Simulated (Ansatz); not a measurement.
```yaml
crystal:
  periodic: [false, false, false]
  atoms:
    - {symbol: W, position_ang: [-1.010337, -1.199939, -0.128567]}
    - {symbol: W, position_ang: [0.271312, 0.530855, -1.008210]}
    - {symbol: W, position_ang: [0.703762, 0.595352, 1.276471]}
    - {symbol: Se, position_ang: [-0.146169, 2.711739, 0.551499]}
    - {symbol: Se, position_ang: [0.472262, -2.054807, -1.801622]}
    - {symbol: Se, position_ang: [2.752973, 0.336612, 0.066505]}
    - {symbol: Se, position_ang: [-0.625236, -1.248366, 2.358690]}
    - {symbol: Se, position_ang: [-2.418566, 0.328564, -1.314767]}
basis:
  gaussian: {orbitals: def2-TZVP, initial_orbitals: start.molden}
hamiltonian: {xc: {name: wB97X-V}}
scf: {omitted_lower_state_checks: [starts]}
output: {orbitals: {seedname: orbitals}}
```

The file start.molden holds the orbitals of an earlier run on this structure, at another level or in another basis.

```sh
$ ansatz run in.yaml --threads 4 --pin off --events-out ev --progress --plain --max-ram 6963MiB
```

Question: Does this run fit into the memory that it is given?

Answer: No. It has 360 basis functions, and Ansatz plans for 7.24 GiB where 6.79 GiB are given.
